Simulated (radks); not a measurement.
Species: Fe IV. Configuration: [Ar] 3d3.5 4p1.5 (fractional occupations, a model configuration). All-electron calculation, scalar-relativistic Kohn-Sham, PBE, spin-unpolarised, spherical densities, point nucleus. Program: a radial shooting solver on a logarithmic mesh with Libxc functionals.

Normalised radial functions P(r) = r R(r), r in bohr:

```
   r/bohr * 2p, o 3s (the largest magnitude, 2, reaches the edge; | marks zero, & curves that meet)
 0.004858                             * o
 0.007247                             *  o
  0.01073                             |* o
  0.01587                             | * o
  0.02368                             |  * o
  0.03505                             |    o*
  0.05228                             |  o      *
  0.07737                             o               *
   0.1145                        o    |                      *
   0.1708                    o        |                          *
   0.2528                       o     |                       *
   0.3741                             |   o          *
   0.5582                             |    *         o
    0.826                             |*              o
    1.232                             *       o
    1.824                             * o
    2.699                             &
    4.026                             &
    5.959                             &
```

2p: eigenvalue -754.16 eV, 0 radial nodes, <r> = 0.236 bohr, 90 % of the charge inside 0.386 bohr. 3s: eigenvalue -145.59 eV, 2 radial nodes at r = 0.0762, 0.327 bohr, <r> = 0.791 bohr, 90 % of the charge inside 1.18 bohr.
